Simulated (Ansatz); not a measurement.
A nudged elastic band was laid between two geometries of a periodic cell of 20 atoms, C19O (surface graphene monolayer, adsorbate CO).

Level of theory: DFT PBE, scalar-relativistic, plane waves, PAW (Ansatz 0.2.0). Settings: cutoff 420 eV, k mesh 2x2x1, gaussian smearing 0.02 eV, no spin polarisation.

* movable images: 5
* climbing image: yes
* spring: 5.0 eV/Å²
* optimiser: quadratic models (default)
* start path: IDPP
* force threshold: 0.05 eV/Å
* iteration limit: 24
* end points: relaxed

First end point:

```xyz
20
Lattice="7.3980 0.0000 0.0000 -3.6990 6.4069 0.0000 0.0000 0.0000 12.0000" Properties=species:S:1:pos:R:3
C -0.026 0.072 0.737
C 1.222 0.792 0.737
C -1.250 2.220 0.737
C -0.026 2.927 0.737
C -2.477 4.342 0.736
C -1.250 5.050 0.736
C 2.449 0.084 0.736
C 3.673 0.791 0.737
C 1.222 2.206 0.737
C 2.449 2.914 0.737
C -0.026 4.343 0.736
C 1.222 5.064 0.737
C 4.921 0.070 0.737
C 6.148 0.779 0.737
C 3.673 2.208 0.737
C 4.921 2.928 0.737
C 2.449 4.355 0.737
C 3.673 5.062 0.737
C -1.162 3.280 4.375
O -0.950 2.360 5.005
```

Last end point:

```xyz
20
Lattice="7.3980 0.0000 0.0000 -3.6990 6.4069 0.0000 0.0000 0.0000 12.0000" Properties=species:S:1:pos:R:3
C 0.119 0.215 0.725
C 1.360 0.922 0.741
C -1.033 2.304 1.189
C 0.167 3.070 0.850
C -2.357 4.527 0.850
C -1.114 5.197 0.808
C 2.581 0.217 0.755
C 3.818 0.927 0.810
C 1.353 2.350 0.724
C 2.592 3.058 0.725
C 0.126 4.481 0.808
C 1.363 5.191 0.755
C 5.059 0.211 0.810
C 6.301 0.881 0.852
C 3.778 2.338 0.852
C 4.978 3.105 1.189
C 2.584 4.486 0.741
C 3.825 5.194 0.724
C -1.724 2.709 2.432
O -1.717 2.720 3.631
```

Problem. What changes between the two ends?

Solution. Contacts made: C3–C19, C16–C19. The atom that moves furthest is C19, by 2.10 Å.

Problem. What energy profile does the band end with?

Solution. It converged. The highest image is number 5 of 0 to 6, 2.86 eV above the first end and 0.20 eV above the last; the last end lies 2.66 eV above the first. Neighbouring images differ by up to 1.9 eV, so the band resolves the path poorly. The order of the stationary point at the top wasn't checked. Limits of this set-up: coarse k mesh, slab without dipole correction, no dispersion correction for a molecule that may bind weakly.

| image | path coordinate (Å) | energy (eV) | C3–C19 (Å) | C16–C19 (Å) |
| --- | --- | --- | --- | --- |
| 0 | 0.00 | 0.00 | 3.79 | 3.88 |
| 1 | 0.74 | 0.00 | 3.72 | 3.77 |
| 2 | 1.47 | 0.01 | 3.56 | 3.45 |
| 3 | 2.21 | 0.09 | 3.12 | 2.91 |
| 4 | 2.95 | 0.98 | 2.47 | 2.16 |
| 5 | 3.68 | 2.86 | 1.80 | 1.45 |
| 6 | 4.10 | 2.66 | 1.48 | 1.48 |

Problem. What is the geometry of the highest image?

Solution. 
```xyz
20
Lattice="7.3980 0.0000 0.0000 -3.6990 6.4069 0.0000 0.0000 0.0000 12.0000" Properties=species:S:1:pos:R:3:forces:R:3
C 0.104 0.199 0.743 0.00 0.00 0.00
C 1.340 0.910 0.733 0.00 0.00 0.00
C -1.076 2.305 0.957 0.00 0.00 0.01
C 0.130 3.050 0.820 0.00 0.00 0.00
C -2.367 4.514 0.874 0.00 0.00 0.00
C -1.126 5.184 0.804 0.00 0.00 0.00
C 2.569 0.200 0.745 0.00 0.00 0.00
C 3.803 0.908 0.804 0.00 0.00 0.00
C 1.338 2.336 0.742 -0.01 0.00 0.00
C 2.580 3.047 0.798 0.00 0.00 0.00
C 0.111 4.476 0.834 0.00 0.00 0.00
C 1.345 5.178 0.829 0.00 0.00 0.00
C 5.035 0.192 0.835 0.00 0.00 0.00
C 6.280 0.888 0.821 0.01 0.00 0.00
C 3.763 2.319 0.873 0.00 0.00 0.00
C 5.013 3.060 1.225 0.00 0.00 0.03
C 2.568 4.472 0.838 0.00 0.00 0.00
C 3.808 5.175 0.799 0.00 0.00 0.00
C -1.837 2.745 2.530 0.00 0.00 -0.04
O -1.523 2.568 3.645 0.00 0.00 0.01
```

The run took 17 min on 1 thread of Arm Neoverse V1, on a shared host, peak memory 1 GiB.
